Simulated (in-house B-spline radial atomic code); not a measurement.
Successive ionisation energies of chromium; each step leads to the configuration of the next row (after the last: bare). Dirac energy differences include first-order Breit, QED and recoil terms. NIST's values go from ground level to ground level; the uncertainty of those that are theory runs from under 0.1 % in few-electron ions to several per cent in heavy many-electron ones. Computed with a B-spline radial code for spherical atoms: Dirac-Hartree-Fock, average of the configuration, finite nuclei.

| ion | configuration | ionisation energy (eV) | tabulated value (eV) | computed minus tabulated (eV) | highest orbital | largest mean radius (bohr) |
| --- | --- | --- | --- | --- | --- | --- |
| Cr16+ | [He] 2s2 2p4 | 1194.8 | 1188 | 7 | 2p3/2 | 0.27906 |
| Cr17+ | [He] 2s2 2p3 | 1290.2 | 1294.8 | -5 | 2p3/2 | 0.27524 |
| Cr18+ | [He] 2s2 2p2 | 1388.6 | 1394.5 | -6 | 2p3/2 | 0.2715 |
| Cr19+ | [He] 2s2 2p1 | 1489.9 | 1495.1 | -5 | 2p3/2 | 0.26785 |
| Cr20+ | [He] 2s2 | 1627.5 | 1634.1 | -7 | 2s1/2 | 0.26429 |
| Cr21+ | [He] 2s1 | 1721.0 | 1721.183 | 0 | 2s1/2 | 0.261 |
| Cr22+ | 1s2 | 7480.3 | 7481.862 | -2 | 1s1/2 | 0.062853 |
| Cr23+ | 1s1 | 7894.8 | 7894.803 | 0 | 1s1/2 | 0.061856 |

Task: Where is the largest jump?

Result: From Cr21+ to Cr22+, by a factor of 4.35 (1721 to 7480.3 eV); the highest orbital goes from 2s1/2 to 1s1/2.

Where a p, d or f electron is removed, the computed value is a mean over both j, so it misses the tabulated one by a part of the spin-orbit splitting; averaging over terms and missing correlation add to the gap, relatively most at low charge.
